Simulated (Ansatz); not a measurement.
Computed with Ansatz on PBE0-D4/def2-TZVP structures; ΔE is electronic, products minus reactants. CCSD(T)/CBS is the MP2 limit (def2-TZVPP, def2-QZVPP) plus CCSD(T) − MP2 in def2-TZVPP, frozen cores. Functionals use def2-TZVPP. B3LYP here is the variant with VWN-RPA as its local correlation; programs differ in this. One conformer a species, not always the lowest.

Reaction (ligand exchange at the Si–C bond): `CC(C)[SiH2]Cl` + `C[SiH2]N` → `C[SiH2]N[SiH2]Cl` + propane

CCSD(T)/CBS gives -79.5 kJ/mol.

Task: Another level gave -79.5 kJ/mol. Which?
A. RPA@PBE/def2-TZVPP
B. revPBE-D4/def2-TZVPP
C. B3LYP/def2-TZVPP
D. HF/def2-TZVPP

Result: A. RPA@PBE/def2-TZVPP -79.5, B3LYP -84.3, revPBE-D4 -72.6, HF/def2-TZVPP -94.8 kJ/mol.

Largest T1 diagnostic among the species: 0.010.

In def2-TZVPP, CCSD(T) changes the Hartree–Fock value by +14.8 kJ/mol (the triples alone add +1.9 kJ/mol) and MP2 by +15.3 kJ/mol. From BLYP to BHLYP (50 % exact exchange), in def2-TZVPP and without D4, ΔE moves by −4.7 kJ/mol. Leaving LDA and LC-ωPBE aside and taking each functional with its dispersion term where it has one, the values, not all of them listed here, spread over 13.9 kJ/mol, from BHLYP-D4 to revPBE-D4. LDA lies +3.9 kJ/mol from PBE without D4.
